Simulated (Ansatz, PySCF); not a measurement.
Three-fold rotor about C1–Si2 in CH3ClSi (SMILES C[Si]Cl); single points on GFN2-xTB geometries with the dihedral held.
Staggered geometry (60°) (charge 0, multiplicity 1):
```xyz
6

C     -0.604     0.003     0.000
Si     0.974     1.086    -0.118
Cl     2.375    -0.300     0.578
H     -0.780    -0.325     1.025
H     -1.491     0.540    -0.331
H     -0.512    -0.893    -0.615
```

Correlated levels freeze the cores. CBS(a, b) extrapolates the correlation energy as X⁻³ and adds the Hartree–Fock energy of set b. MP2 and its Hartree–Fock in cc-pV(Q+d)Z are density fitted. Rows in 6-31G* carry no dispersion term and start afresh at each structure (6-31G* with six Cartesian d functions).

Programs: Ansatz (Gaussian basis) for Hartree–Fock, density functionals and correlated methods; PySCF for 6-31G* rows. Each number belongs to the level named beside it.

Energies above the staggered point (kcal/mol):

| dihedral (°) | PBE/def2-TZVPP | B3LYP/6-31G* | MP2/CBS(cc-pV(T+d)Z, cc-pV(Q+d)Z) + ΔCCSD(T)/cc-pV(T+d)Z |
|---|---|---|---|
| 0 | 0.563 | 0.637 | 0.689 |
| 20 | 0.415 | 0.470 | 0.501 |
| 40 | 0.130 | 0.147 | 0.151 |
| 60 | 0.000 | 0.000 | 0.000 |
| 80 | 0.142 | 0.161 | 0.165 |
| 100 | 0.411 | 0.466 | 0.497 |
| 120 | 0.562 | 0.638 | 0.688 |

Moments of inertia of the two ends about the bond: 3.113 and 150.968 u Å².

**Question.** Fit V = V₃/2 (1 − cos 3φ) + V₆/2 (1 − cos 6φ), φ counted from the staggered point, and estimate the harmonic torsional frequency.

**Answer.** 
V₃ is the energy at φ = 60°; at φ = 20° (mean of both sides) V = 0.25 V₃ + 0.75 V₆. The reduced moment I₁I₂/(I₁ + I₂) = 3.050 u Å² gives F = 16.8576/I = 5.527 cm⁻¹ (a rough rule where the frame isn't a symmetric top). Near the minimum V = kφ²/2 with k = (9V₃ + 36V₆)/2, and ω = √(2Fk), with 1 kcal/mol = 349.755 cm⁻¹.
- PBE/def2-TZVPP: V₃ = 0.56, V₆ = -0.006 kcal/mol, k = 846 cm⁻¹/rad², ω = 97 cm⁻¹
- B3LYP/6-31G*: V₃ = 0.64, V₆ = -0.007 kcal/mol, k = 960 cm⁻¹/rad², ω = 103 cm⁻¹
- MP2/CBS(cc-pV(T+d)Z, cc-pV(Q+d)Z) + ΔCCSD(T)/cc-pV(T+d)Z: V₃ = 0.69, V₆ = -0.019 kcal/mol, k = 967 cm⁻¹/rad², ω = 103 cm⁻¹

Ansatz is a first-principles code.
